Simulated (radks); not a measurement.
Q: These are the eigenvalues of the occupied orbitals of an atom or ion with whole-number occupations (eV). Method: scalar-relativistic Kohn-Sham, revPBE, spin-unpolarised, spherical densities, finite nucleus; Fermi nuclear charge, rms radius of each element as measured or else 0.836 A^(1/3) + 0.57 fm; computed with a radial shooting solver on a logarithmic mesh with Libxc functionals.

1s: -20954.75
2s: -3064.019
2p: -2751.070
3s: -603.8536
3p: -501.1162
3d: -335.1401
4s: -153.5810
4p: -124.0970
4d: -80.2260

Which element is it, and in what charge state? The configuration may be excited.

A: Z = 43, technetium, charge +6: Tc6+ in [Kr] 4d1. The list shows which subshells hold electrons but not how many an open one holds; the 1s level, -770.07 hartree, gives Z - s = 39.2 by -(Z - s)^2/2, which with screening and relativity narrows Z to a few neighbours, and the depths of the outer levels then fix element, charge and occupations together.
